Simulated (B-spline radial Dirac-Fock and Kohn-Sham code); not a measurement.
Mn 4s: cross section and angular parameters

System: neutral manganese, configuration [Ar] 3d5 4s2; threshold 6.95 eV (orbital energy of the model). Level of theory: Dirac-Hartree-Slater photoionisation with a Latter tail; cross sections with all multipoles, angular parameters from the dipole term and its interference with E2; a radial finite-basis atomic code.

The run's input, task.json:

```json
{"items": [{
  "Z": 25,
  "q": 0,
  "cfg": [[1, 0, 2], [2, 0, 2], [2, 1, 6], [3, 0, 2], [3, 1, 6], [3, 2, 5], [4, 0, 2]],
  "A": 55,
  "rrms": 3.7057,
  "do": "xps",
  "hv": [61.6, 73.3, 77.2, 78.2, 106.0, 150, 229.0, 283.0, 290.0, 300, 307.0, 371.0, 436.0, 493.0, 581.0, 600, 1220.0, 1260.0, 2000, 2010.0, 2510.0, 2870.0, 2984.4, 3250.0, 4020.0, 6080.0, 8047.8, 8580.0, 9251.7, 15000],
  "edges": {"K": 6539.0, "L1": 769.1, "L2": 649.9, "L3": 638.7, "M1": 82.3}
}]}
```

Command: `python xray2_run.py task.json out`

For linearly polarised light dσ/dΩ = σ/(4π) [1 + β P₂(cos θ) + (δ + γ cos²θ) sin θ cos φ], with θ from the polarisation vector and φ the angle between the beam and the projection of the electron momentum on the plane normal to the polarisation.

```
hν (eV)   σ (kb)      β       γ
   61.6     88.3  1.998   0.127
   73.3     73.4  1.999   0.151
   77.2     69.1  1.999   0.157
   78.2     68.1  1.999   0.158
    106     46.4  1.999   0.177
    150        ?      ?       ?
    229     15.5  1.999   0.122
    283     11.2  1.999   0.087
    290     10.8  1.999   0.083
    300     10.3  1.999   0.076
    307     9.89  1.999   0.072
    371     7.32  1.999   0.037
    436     5.63  1.999   0.008
    493     4.58  1.999  -0.012
    581     3.45  2.000  -0.034
    600     3.26  2.000  -0.038
   1220    0.875  2.000  -0.011
   1260    0.822  2.000  -0.005
   2000    0.326  2.000   0.155
   2010    0.323  2.000   0.157
   2510    0.203  2.000   0.279
   2870    0.152  2.000   0.366
 2984.4    0.140  2.000   0.393
   3250    0.116  2.000   0.456
   4020   0.0722  2.000   0.629
   6080   0.0276  1.999   1.039
 8047.8   0.0139  1.999   1.370
   8580   0.0119  1.999   1.453
 9251.7  0.00983  1.999   1.553
  15000  0.00281  1.999   2.276
```

**Question.** Give the values at 150 eV.

**Answer.** σ = 28.8 kb, β = 1.999, γ = 0.169. For an s subshell δ is negligible.

Values without a named source are computed, but for edge energies of neutral atoms, which are taken from tables.
